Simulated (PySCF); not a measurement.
A calculated (PBE0, PySCF 2.14, aug-cc-pVDZ-DK, scalar relativity by spin-free X2C-1e) atom or ion has these occupied shells.

| shell | electrons | orbital energy (eV) | rms radius, mean of both spins (bohr) |
| --- | --- | --- | --- |
| 1s α | 1 | -7064.3 | 0.0675 |
| 1s β | 1 | -7064.2 | 0.0675 |
| 2s α | 1 | -863.03 | 0.289 |
| 2s β | 1 | -859.89 | 0.289 |
| 2p α | 3 | -738.32 | 0.261 |
| 2p β | 3 | -735.67 | 0.261 |
| 3s α | 1 | -128.50 | 0.865 |
| 3s β | 1 | -120.84 | 0.865 |
| 3p α | 3 | -92.835 | 0.922 |
| 3p β | 3 | -84.694 | 0.922 |
| 3d α | 5 | -36.863 | 1.12 |
| 4s α | 1 | -24.102 | 2.56 |

Q: Name the element and its charge.

A: Fe²⁺ (iron, charge +2), in [Ar] 3d5 4s1, high-spin 7S determinant (an excited configuration).
